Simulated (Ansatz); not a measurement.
ZnMe(SiH3) (CH₆SiZn) was relaxed with PBE-D4 (def2-SVP) in Ansatz in these states: charge +1 doublet, neutral singlet. The geometries follow in no particular order.

A:

Cartesian coordinates in Å:
```
Zn 0.0239 0.1866 -0.1608
C 0.1870 1.6746 -1.4160
H -0.8104 2.0279 -1.7523
H 0.7612 1.3795 -2.3191
H 0.7100 2.5371 -0.9520
Si -0.1801 -1.6221 1.3705
H 1.1580 -2.2070 1.7595
H -0.9956 -2.7646 0.8108
H -0.8541 -1.2120 2.6594
```

B:

```xyz
9

Zn   -0.0260   -0.0824   -0.2167
C    -0.2340   -0.8108   -2.0898
H     0.8067   -0.9740   -2.4290
H    -0.7704   -0.0074   -2.6299
H    -0.8206   -1.7390   -1.9509
Si    0.2379    0.8245    2.1250
H    -1.1812    1.1417    2.4793
H     1.1385    1.9958    1.8863
H     0.8490   -0.3484    2.8257
```

Question: Judge from the bond lengths which geometry belongs to which state (an estimate).

Answer: A is the neutral singlet (Zn1–Si6 2.379 Å, Zn1–C2 1.954 Å, Si6–H9 1.511 Å); B is the charge +1 doublet (Zn1–Si6 2.525 Å, Zn1–C2 2.020 Å, Si6–H9 1.497 Å).
